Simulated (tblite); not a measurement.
Species: C3H12O2Si4.
Geometry (GFN2-xTB, Å), atoms numbered from 1 in this order:
```xyz
21
C3H12O2Si4 angstrom
C      3.547   -0.351    1.054
O      2.621    0.116    0.077
C      1.323   -0.013    0.348
O      0.901   -0.504    1.377
Si     0.140    0.708   -0.960
C     -0.998   -0.788   -1.322
Si    -1.897   -1.476    0.236
Si    -2.365    0.405    1.525
Si    -1.162    2.079    0.406
H      3.619    0.368    1.872
H      3.214   -1.311    1.454
H      4.506   -0.452    0.553
H      0.963    1.048   -2.129
H     -1.747   -0.488   -2.057
H     -0.432   -1.593   -1.791
H     -3.085   -2.193   -0.265
H     -1.070   -2.510    0.856
H     -3.807    0.706    1.601
H     -1.984    0.282    2.935
H     -0.332    2.963    1.239
H     -1.963    3.021   -0.393
```

Calculated harmonic vibrations of the isolated species, GFN2-xTB (tblite), most abundant isotopes, no scaling. The method is semi-empirical: single wavenumbers can be off by several per cent or more. Modes of hydrogen on silicon can be 10 to 20 % off. One conformer, not necessarily the lowest. The optimisation stopped once no atom felt more than 0.01 eV/Å.

Lowest wavenumbers of the output (negative numbers stand for imaginary wavenumbers):
```
mode    cm-1
  1     -22.0
  2      30.7
  3      33.7
  4      68.6
  5      81.2
  6     132.8
  7     155.3
  8     186.6
  9     210.2
 10     267.8
 11     312.6
 12     317.5
 13     350.5
 14     400.9
 15     407.3
```

Q: Is this structure a minimum?

A: Not by this Hessian. 1 mode is imaginary beyond 20i (22i cm⁻¹), so at this level the point lies at or near a first-order saddle. The curvature is small, so loose convergence or finite differences may be the whole cause.

Q: Which atoms move in the imaginary mode?

A: 22i: H10 (methyl hydrogen) 37 %, H12 (methyl hydrogen) 31 %, H11 (methyl hydrogen) 29 %. These are shares of the mass-weighted motion.

Q: What is the remedy?

A: Step along that mode in both directions, optimise again with tighter thresholds and repeat the frequencies. The zero-point energy of this point (84.1 kcal/mol) counts the 56 real modes alone, and thermal corrections from it aren't those of a minimum.
